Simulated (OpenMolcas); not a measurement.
## Ce2+: moving or changing the point charges

Ce2+ among 6 point charges of -0.5 e arranged as a trigonal antiprism (D3d), 2.72 Å from the ion, with a polar angle of 47.1° against the regular 54.74°.
```
   0.0000    1.9916    1.8525  -0.50
  -1.7248   -0.9958    1.8525  -0.50
   1.7248   -0.9958    1.8525  -0.50
   0.0000   -1.9916   -1.8525  -0.50
   1.7248    0.9958   -1.8525  -0.50
  -1.7248    0.9958   -1.8525  -0.50
```

```yaml
Program: OpenMolcas 26.06
Method: "SS-CASPT2, IPEA 0.25 Eh, imaginary shift 0.1 Eh (closed shells correlated: 5s 5p)"
Basis: ANO-RCC-VTZP [8s7p5d3f2g1h]
Scalar_Hamiltonian: DKH2, point nucleus
Active_space: 2 electrons in 7 orbitals (4f)
State_averaging: 2S+1 = 3 even, 21 roots; 2S+1 = 1 even, 27 roots kept (CI in the orbitals of an earlier block)
Spin-orbit_coupling: state interaction with AMFI integrals over the reference wave functions
```

Runs around this geometry, states (labels of D3, the rotations of D3d). Energies in cm-1 above the lowest state or level, χT in cm3 K/mol.

```csv
R (Å),q (e),Ground state,First state of that spin,First gap with spin-orbit (degeneracies),Width of lowest J,χT at 300 K
2.72,-0.25,3E,3E 250,"240 (2, 1)",558,1.600
2.72,-0.5,3E,3E 260,"290 (2, 1)",883,1.564
2.86,-0.5,3E,3E 300,"310 (2, 1)",799,1.570
3.24,-0.5,3E,3E 270,"280 (2, 1)",641,1.586
```

Taking the width of the lowest J multiplet as R^-n, n = -ln(641 / 883) / ln(3.24 / 2.72) = 1.8 between the shortest and longest distance.

Scaling the charges by -0.25 / -0.5 = 0.50 scales the width of the lowest J multiplet by 558 / 883 = 0.63; with fixed orbitals a first-order splitting would follow the charge.

Roots that are degenerate in the reference are averaged as groups; the widest CASPT2 spread within a group is 76 cm-1 (the 2-fold group of multiplicity 3 near 20800 cm-1 above the lowest state of its run, R = 3.24, q = -0.5). Shifts and gaps below about the spread of the groups concerned are not significant. Point charges carry no covalency, so the field is a model and not that of real ligands. No measured value stands beside these numbers.
